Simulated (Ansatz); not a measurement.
GaO₃H₃. Total charge 0; singlet. Geometry PBE-D4/def2-SVP, basis def2-TZVP, Ansatz.

| atom | x (Å) | y (Å) | z (Å) |
| --- | --- | --- | --- |
| Ga1 | 0.133 | 0.155 | 0.095 |
| O2 | 1.430 | 1.362 | -0.157 |
| O3 | -0.490 | -0.011 | 1.772 |
| O4 | -0.436 | -0.783 | -1.338 |
| H5 | -1.191 | -0.683 | 1.837 |
| H6 | 1.696 | 1.375 | -1.095 |
| H7 | -1.142 | -1.416 | -1.113 |

```tsv
run	HOMO (eV)	LUMO (eV)
A	-11.80	1.11
B	-11.43	0.89
C	-7.16	-2.08
D	-7.54	-1.71
E	-11.37	0.63
F	-7.07	-2.11
```

LC-ωPBE has ω = 0.4 bohr⁻¹. The structure comes from a short search, and lower isomers may exist.

Question: The runs used BLYP, LC-ωPBE, PBE, r2SCAN, ωB97M-V, ωB97X-V. Estimate which is which.

Answer: A LC-ωPBE (range-separated); B ωB97X-V (range-separated); C PBE (0 % exact exchange); D r2SCAN (0 % exact exchange); E ωB97M-V (range-separated); F BLYP (0 % exact exchange). Exact exchange lowers occupied and raises empty levels; among semilocal functionals meta-GGAs tend to open the gap a little, and such runs are hard to tell apart. The gap grows from 4.96 eV (BLYP) to 12.91 eV (LC-ωPBE).
